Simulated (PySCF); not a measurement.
C4H6ClF, SMILES F[C@@H](C1CC1)Cl.

The structure is a stationary point at r2SCAN-D4/def2-SVP. The structure was generated by enumeration; whether it is a known compound was not checked. The values are those of a single conformer.

Two levels are set side by side: PBE/def2-TZVP (PySCF) and ωB97X/def2-TZVP (PySCF). Same geometry, gas phase. Differences are taken from unrounded values.

```json
[
 {"quantity": "orbital gap (eV)", "ωB97X": "13.74", "PBE": "6.55", "PBE minus ωB97X": "-7.19"},
 {"quantity": "highest occupied level (eV)", "ωB97X": "-10.88", "PBE": "-7.08", "PBE minus ωB97X": "3.80"},
 {"quantity": "lowest empty level (eV)", "ωB97X": "2.86", "PBE": "-0.52", "PBE minus ωB97X": "-3.39"},
 {"quantity": "dipole moment (D)", "ωB97X": "2.27", "PBE": "2.17", "PBE minus ωB97X": "-0.10"},
 {"quantity": "mean polarisability (bohr³)", "ωB97X": "58.1", "PBE": "60.8", "PBE minus ωB97X": "2.7"}
]
```

PBE's occupied levels lie high since its potential decays too fast outside the molecule; exact exchange lowers them and widens the gap. PBE's more diffuse valence density responds more strongly to a field. Differences between two approximate levels are no errors against the true value.

Rough cost on one machine, each run with all the roots and properties that it gave: ωB97X against PBE within a factor of 2.
